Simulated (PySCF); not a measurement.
Worked example: chemical shift, span and skew from a shielding tensor

C₄H₄, SMILES C=C=C=C. Atoms are numbered in the order given.

```xyz
8

C      0.0000     0.0000     1.9575
C      0.0000     0.0000     0.6371
C      0.0000     0.0000    -0.6371
C      0.0000     0.0000    -1.9575
H      0.0000    -0.9353     2.5286
H      0.0000     0.9353     2.5286
H      0.0000    -0.9353    -2.5286
H      0.0000     0.9353    -2.5286
```

The structure is a stationary point at B3LYP-D3(BJ)/def2-SVP.

GIAO shieldings from PySCF with PBE/pcSseg-1, non-relativistic, no solvent. The symmetric part of the tensor of C1 has the principal values 11.4, 57.1, 162.4 ppm. The same nucleus in TMS has σ = 182.0 ppm at this level (PySCF, at its B3LYP-D3(BJ)/def2-TZVP geometry).

Q: Work out the isotropic shielding, the ¹³C shift against TMS, the span and the skew.

A: 
σ(iso) = (σ11 + σ22 + σ33)/3 = 77.0 ppm. δ = σ(ref) − σ(iso) = 182.0 − (77.0) = 105.0 ppm.
Span Ω = σ33 − σ11 = 151.0 ppm. Skew κ = 3(σ(iso) − σ22)/Ω = 0.39. Tumbling in solution averages the tensor to δ; in a static solid the shielding alone would spread this spin-1/2 line over Ω.
